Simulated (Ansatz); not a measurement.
Reaction (substitution at a C–Cl bond): `ClC[SiH2][SnH3]` + H–F → `FC[SiH2][SnH3]` + HCl

Isolated molecules relaxed with PBE0-D4/def2-TZVP in Ansatz; ΔE leaves out vibrations. CBS: MP2 limit from def2 TZ/QZ plus the TZ coupled-cluster correction, frozen cores. This one scheme is used for every species. Functionals use def2-TZVPP. B3LYP here is the variant with VWN-RPA as its local correlation; programs differ in this. Elements past krypton have def2 core potentials. For Sn outer-core shells are correlated without core-valence functions, which leaves a few kJ/mol of doubt a bond. One conformer a species, not always the lowest.

```csv
level,ΔE (kJ/mol),difference from CCSD(T)/CBS
B3LYP-D4,32.3,-13.9
PBE,30.5,-15.7
PBE0,34.3,-11.9
HF/def2-TZVPP,21.7,-24.5
MP2/def2-TZVPP,51.2,5.0
CCSD(T)/def2-TZVPP,39.3,-6.9
MP2/def2-QZVPP,55.2,9.0
SCS-MP2/def2-QZVPP,46.4,0.2
HF/CBS(def2),21.9,-24.3
MP2/CBS(def2),58.1,11.9
CCSD(T)/CBS,46.2,0
```

Largest T1 diagnostic among the species: 0.013.

The D4 term adds +8.4 kJ/mol with B3LYP and +4.5 kJ/mol with PBE0; it sums over pairs of atoms, weighted by their polarisabilities, and B3LYP, whose exchange is more repulsive, gets the larger term. In def2-TZVPP, CCSD(T) changes the Hartree–Fock value by +17.6 kJ/mol (the triples alone add +3.0 kJ/mol) and MP2 by +29.5 kJ/mol. From PBE to PBE0 (25 % exact exchange), in def2-TZVPP and without D4, ΔE moves by +3.7 kJ/mol.
